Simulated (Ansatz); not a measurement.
Reaction (redistribution): `[SiH3]BCS[SiH3]` + `[BH2][SnH2][SiH3]` → `[SiH3][SnH2][SiH3]` + `BSCB[SiH3]`

Gas-phase electronic energies from Ansatz, PBE0-D4/def2-TZVP geometries. CCSD(T)/CBS adds triple-zeta CCSD(T) − MP2 to the extrapolated MP2 energy (def2 sets, frozen cores). def2 core potentials past Kr. For Sn outer-core shells are correlated without core-valence functions, which leaves a few kJ/mol of doubt a bond. Each species was taken in one conformer, which may not be the lowest.

| level | ΔE (kJ/mol) |
| --- | --- |
| CCSD/def2-TZVPP | -87.9 |
| MP2/def2-QZVPP | -89.8 |

Problem. What does CCSD(T)/CBS give? (Best estimate.)

Solution. The calculation gave: -90.6 kJ/mol. The listed levels differ from it by 2.7, 0.8 kJ/mol.

Largest T1 diagnostic among the species: 0.014.

In def2-TZVPP, CCSD(T) changes the Hartree–Fock value by −13.3 kJ/mol (the triples alone add −3.2 kJ/mol) and MP2 by −12.5 kJ/mol. From PBE to PBE0 (25 % exact exchange), in def2-TZVPP and without D4, ΔE moves by +5.0 kJ/mol.
